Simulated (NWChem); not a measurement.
## Correlation energy of HBCl

```xyz
3

B      1.1530    -0.4627     0.0000
Cl    -0.4637     0.1207     0.0000
H      2.1185     0.2615     0.0000
```
Charge 0, spin multiplicity 2.

Program: NWChem. Structure: optimised with UPBE0/def2-SVP, a minimum by its harmonic frequencies.

Basis set: cc-pVTZ. Each correlation energy counts from its own Hartree-Fock reference.

The correlated methods keep 6 core orbitals frozen. The structure started from a generated list of species. The unpaired electrons of the parent sit in orbitals of symmetry a' (Cs labels of the run); other states weren't searched. The stability of the SCF solutions was not checked. Open-shell Hartree-Fock references start from PBE0 orbitals. Coupled-cluster values serve here as a point of comparison, not as the truth.

```
method           correlation energy (mHa)
---------------  ------------------------
URI-MP2                            -263.7
UMP2                               -263.7
SCS-UMP2                       (withheld)
CCSD on ROHF                       -292.1
CCSD[T] on ROHF                (withheld)
CCSD(T) on ROHF                (withheld)
```

Problem. Complete the blanks.

Solution. 
- SCS-UMP2, correlation energy (mHa): -262.6
- CCSD[T] on ROHF, correlation energy (mHa): -304.7
- CCSD(T) on ROHF, correlation energy (mHa): -304.4
